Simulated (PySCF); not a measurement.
## CaCl and its ions

r²SCAN; Ca def2-SVP, Cl def2-SVP; no relativity (PySCF 2.14). Neutral (UKS): doublet (σ ↑), Re = 2.425 Å, ωe = 390 cm⁻¹, De = 4.75 eV, HOMO -3.83 eV, LUMO -2.36 eV.

CaCl⁺ (UKS): singlet (closed shell), Re = 2.328 Å, ωe = 459 cm⁻¹, De = 4.77 eV to Ca⁺ + Cl. The energies at the minima are -1137.55697 hartree for CaCl and -1137.34289 for CaCl⁺.

Q: Work out the adiabatic ionisation energy, without and with harmonic zero-point energies (1 hartree = 27.2114 eV, 1 eV = 8065.5 cm⁻¹), and the change of the bond length.

A: At r²SCAN: 0.21408 hartree = 5.825 eV between the minima; the zero-point term (459.0 − 390.0)/2 cm⁻¹ = +0.004 eV makes it 5.830 eV. Re changes by -9.7 pm against the neutral. The electron leaves a σ orbital; in so polar a molecule the change of length follows mostly from the change of the ionic charges.

For an ion De counts to the pair picked by the measured ionisation energies or electron affinities, which need not be the lowest pair at this level. States were picked by a PBE0 search and need not be the measured ground states.
